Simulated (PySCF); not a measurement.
The dipole of `C=C1CC(C)(C)C1=C` from its density and from atomic charges.

Coordinates (GFN2-xTB, Å) and charges (e) from the PBE0/pcSseg-1 density (PySCF):

```tsv
atom	x	y	z	Mulliken	IAO	Hirshfeld	ESP-fitted
C1	2.613	0.472	0.914	-0.0412	-0.3309	-0.1091	-0.6572
C2	1.390	0.141	0.533	-0.3503	+0.0111	-0.0012	+0.3388
C3	0.543	-1.096	0.701	+0.0632	-0.2849	-0.0759	-0.4931
C4	-0.589	-0.384	-0.087	-0.6419	+0.0433	+0.0252	+0.6500
C5	-1.848	-0.116	0.728	-0.1097	-0.4140	-0.1189	-0.5933
C6	-0.932	-1.038	-1.419	-0.1096	-0.4140	-0.1189	-0.6049
C7	0.331	0.821	-0.211	-0.1231	+0.0035	+0.0009	-0.1709
C8	0.208	2.012	-0.773	-0.0303	-0.3340	-0.1058	-0.4571
H9	3.236	-0.207	1.472	+0.1066	+0.1518	+0.0463	+0.2295
H10	3.034	1.435	0.679	+0.1112	+0.1511	+0.0456	+0.2316
H11	0.945	-1.986	0.218	+0.1258	+0.1430	+0.0426	+0.1396
H12	0.297	-1.338	1.735	+0.1258	+0.1429	+0.0425	+0.1396
H13	-2.525	0.531	0.175	+0.1088	+0.1379	+0.0394	+0.1495
H14	-1.598	0.373	1.667	+0.1091	+0.1406	+0.0381	+0.1422
H15	-2.363	-1.050	0.946	+0.1096	+0.1360	+0.0395	+0.1368
H16	-1.425	-1.995	-1.255	+0.1096	+0.1360	+0.0395	+0.1397
H17	-1.600	-0.399	-1.993	+0.1088	+0.1379	+0.0393	+0.1518
H18	-0.032	-1.206	-2.006	+0.1091	+0.1406	+0.0382	+0.1456
H19	-0.693	2.307	-1.285	+0.1070	+0.1499	+0.0460	+0.1849
H20	1.005	2.735	-0.742	+0.1117	+0.1525	+0.0465	+0.1970
```

Q: What dipole does each set of charges give (1 e·Å = 4.803 D), and what does the density give?

A: The full density gives (-0.35, -0.35, 0.00) D, 0.50 D in size; dipole vectors point from the negative to the positive end.

| scheme | μx | μy | μz | size (D) | share of the full size (%) | angle to the full dipole (°) |
| --- | --- | --- | --- | --- | --- | --- |
| Mulliken | -0.43 | -0.32 | -0.05 | 0.53 | 107 | 10 |
| IAO | -0.40 | -0.43 | 0.01 | 0.59 | 117 | 2 |
| Hirshfeld | -0.25 | -0.25 | 0.00 | 0.35 | 71 | 0 |
| ESP-fitted | -0.36 | -0.35 | 0.00 | 0.50 | 100 | 0 |

Q: Which set comes closest?

A: Length of the difference vector: ESP-fitted 0.00 D, IAO 0.09 D, Mulliken 0.10 D, Hirshfeld 0.15 D. Closest: ESP-fitted. ESP charges are fitted to the potential around the molecule, whose slowest-falling term is the dipole's. The schemes that divide the density aren't constrained to reproduce the dipole.

Q: What is left for the Hirshfeld atoms' own dipoles?

A: The shares of the density sum to the whole, so what Σ q r misses lies in dipoles about the nuclei. The atomic dipoles sum to (-0.35, -0.35, 0.00) − (-0.25, -0.25, 0.00) = (-0.10, -0.10, 0.00) D, 0.15 D in size.

Q: With the origin at the mean of the coordinates, (0.000, 0.001, 0.000) Å, which are the largest single terms, by size, of the ESP-fitted dipole along the direction of the full one?

A: C1 +6.87, C6 -4.04, C5 -3.96, H10 -3.51, C8 +3.45 D; all 20 atoms together +0.50 D. The single terms depend on the origin, their sum doesn't.

Q: Give the size of the full dipole in other units.

A: 0.50 D = 0.197 au = 0.104 e·Å = 1.67 × 10⁻³⁰ C·m.

Isolated species at its GFN2-xTB geometry, gas phase.
